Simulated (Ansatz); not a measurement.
Input file for Ansatz (a quantum-chemistry and plane-wave program): R-CAM-B3LYP/def2-TZVPP on CH4 (SMILES C).

Ansatz 0.2 input:
```yaml
crystal:
  periodic: [false, false, false]
  atoms:
    - {symbol: C, position_ang: [0.00000000, 0.00000000, -0.00000000]}
    - {symbol: H, position_ang: [0.62892441, 0.62892441, 0.62892441]}
    - {symbol: H, position_ang: [-0.62892441, -0.62892441, 0.62892441]}
    - {symbol: H, position_ang: [0.62892442, -0.62892442, -0.62892441]}
    - {symbol: H, position_ang: [-0.62892442, 0.62892442, -0.62892441]}
basis:
  gaussian:
    orbitals: def2-TZVPP
hamiltonian:
  xc: {name: CAM-B3LYP}
scf: {lower_state_search: off}
```

The log:

```
WARN ansatz: RAYON_NUM_THREADS=4 ignored (pool sized by the plan → 4); use --threads N
Functional definition: CAM-B3LYP
these checks for a lower state are left out or cut short: stability, starts, cluster_reference, orbital_swaps, neighbouring_geometries, increment
integrals: 0.01 GiB planned
416 factors; their error is unknown
integrals: 0.05 GiB planned
123 factors; integrals over basis functions are off by at most 3.8e-6 eV
mean field: 0.18 GiB planned
mean field evaluation 1: about -1098.8193 eV, gradient 4.0e1 eV
mean field evaluation 2: about -1099.6235 eV, gradient 3.3e1 eV
mean field evaluation 4: about -1102.2012 eV, gradient 8.6e-2 eV
mean field evaluation 8: about -1102.1927 eV, gradient 9.1e-5 eV
mean field -1102.19268565 eV, -40.5048341045 hartree, gradient 2.8e-6 eV, S^2 0.000000; 0 other end points of the search recorded, 0 dependent functions left out
reference -1102.19277689 eV, -40.5048374575 hartree; 5, 5 occupied and 82, 82 virtual orbitals, 416 factors
Total energy: -1102.19277689 eV, -40.5048374575 hartree
Checks for a lower state left out: stability, starts, cluster_reference, orbital_swaps, neighbouring_geometries, increment
```

The run converged.

Cost: about 0.6 core-seconds (a rough figure).
